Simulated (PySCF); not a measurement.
Sn(H)2(NH2)2 (H6N2Sn), SMILES [NH2][SnH2][NH2].

Geometry optimised at PBE0-D3(BJ)/def2-SVP. The def2 effective core potentials stand for the cores of Sn; spin–orbit coupling is left out. The values are those of a single conformer.

All values below come from IEF-PCM-B3LYP/def2-SVP (PySCF).

The values are the electrostatic part of the solvation free energy, E(continuum) − E(gas) at the gas-phase geometry, in a cavity of scaled van der Waals radii (PySCF's table); cavitation and dispersion terms are not included. A continuum can't describe solvent molecules that bind to the metal. In vacuum the orbital gap is 6.84 eV. The dipole moment in vacuum is 1.65 D.

```
solvent       ε  ΔG(elec) (kcal/mol)  dipole (D)  gap (eV)
--------  -----  -------------------  ----------  --------
water     78.36                 -6.1        2.11      7.01
n-hexane   1.88                    …           …         …
toluene    2.37                 -2.7        1.84      6.92
```

Task: Complete the blanks. (Estimate from the structure and the level; the computed values follow.)

Result: 
- n-hexane, ΔG(elec) (kcal/mol): -2.1
- n-hexane, dipole (D): 1.79
- n-hexane, gap (eV): 6.90
